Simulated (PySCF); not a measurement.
ethenyl silylformate (C₃H₆O₂Si), SMILES C=COC(=O)[SiH3].

Geometry: PBE0-D3(BJ)/def2-SVP. Other conformers were not sampled.

Vertical ionisation energy (IE) and electron affinity (EA) in eV. Rows of orbital energies are one-electron estimates. Where ΔSCF, EOM or ADC give a negative EA the extra electron is unbound and the value depends on the basis.

```csv
level,IE,EA
"−ε(HOMO), −ε(LUMO), B3LYP/def2-TZVP (PySCF)",7.32,1.38
"−ε(HOMO), −ε(LUMO), PBE/def2-TZVP (PySCF)",6.37,2.19
```
